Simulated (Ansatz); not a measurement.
**Relative stability**

Two relaxed structures of CHOSe (charge +1), closed shell (PBE0-D4/def2-TZVP; forces vanish, vibrations not checked).

A:

```csv
atom,x (Å),y (Å),z (Å)
O1,-0.4751,0.5919,-0.5176
C2,0.0135,-0.3638,0.0808
Se3,0.5668,-1.7174,0.8102
H4,-0.1053,1.4893,-0.3734
```

B:

| atom | x (Å) | y (Å) | z (Å) |
| --- | --- | --- | --- |
| O1 | -0.3906 | 0.4760 | -0.0209 |
| C2 | 0.0515 | -0.5407 | 0.1329 |
| Se3 | 0.7657 | -2.1897 | 0.2824 |
| H4 | 0.7271 | -2.0080 | 1.7554 |

Computed with Ansatz 0.2.0 (basis: def2-TZVPP); correlated methods freeze the cores. Filled d shells of the heavier atoms are correlated. The def2 sets are not built for correlating such inner shells, so the correlated values are less sure here. B3LYP uses VWN-RPA correlation.

Q: Which structure is lower at CCSD(T), and by how much? (An estimate is asked for; the value comes from the calculation.)

A: Computed: B, by 37.0 kJ/mol (electronic energy, against the other). By their contacts, A is CHOSe ([OH][C][Se]), total charge +1 and B is CHOSe ([O][C][SeH]), total charge +1.

All methods give the same order:

```tsv
method	E(B) − E(A) (kJ/mol)
PBE-D4	-23.1
r2SCAN-D4	-24.0
PBE0-D4	-28.9
B3LYP-D4	-30.7
wB97M-V	-41.2
HF	-66.7
MP2	-25.4
CCSD	-45.6
CCSD(T)	-37.0
```

T1 diagnostic: at most 0.016. The restricted Hartree–Fock reference is unstable towards an unrestricted one at one or more of these structures.

Labels in which every atom is bracketed show which atoms are joined, not bond orders.

For scale, one of the runs: CCSD(T)/def2-TZVPP, 124 basis functions, launched by `ansatz run in.yaml --threads 2 --pin off --events-out ev --progress --plain --max-ram 4352MiB`. Time: 12 s of wall clock on 2 CPU threads of an Arm Neoverse V1; the host was shared. Peak host memory: 0.6 GiB.
